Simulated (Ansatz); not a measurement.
Two isomers of CH8Al2Si: A = `C[SiH2][AlH][AlH2]`, B = `[CH3][AlH][SiH2][AlH2]`.

Gas-phase electronic energies from Ansatz, PBE0-D4/def2-TZVP geometries. CCSD(T)/CBS is the MP2 limit (def2-TZVPP, def2-QZVPP) plus CCSD(T) − MP2 in def2-TZVPP, frozen cores. Functionals use def2-TZVPP. B3LYP here is the variant with VWN-RPA as its local correlation; programs differ in this. Each species was taken in one conformer, which may not be the lowest.

Which is lower in electronic energy at CCSD(T)/CBS, and by how much? (Estimate.)

The calculation gave: B, by 24.3 kJ/mol.

Give E(B) − E(A) in kJ/mol with ωB97M-V, CCSD(T)/def2-TZVPP, B2PLYP, B3LYP-D4, MP2/def2-TZVPP, B3LYP, CCSD/def2-TZVPP. (Best estimate.)

The calculation gave: ωB97M-V -29.0, CCSD(T)/def2-TZVPP -22.9, B2PLYP -25.4, B3LYP-D4 -24.9, MP2/def2-TZVPP -27.3, B3LYP -24.6, CCSD/def2-TZVPP -20.6. None reverses the order clearly.

Largest T1 diagnostic: 0.013.

In def2-TZVPP, CCSD(T) changes the Hartree–Fock value by −10.3 kJ/mol (the triples alone add −2.3 kJ/mol) and MP2 by −14.7 kJ/mol.
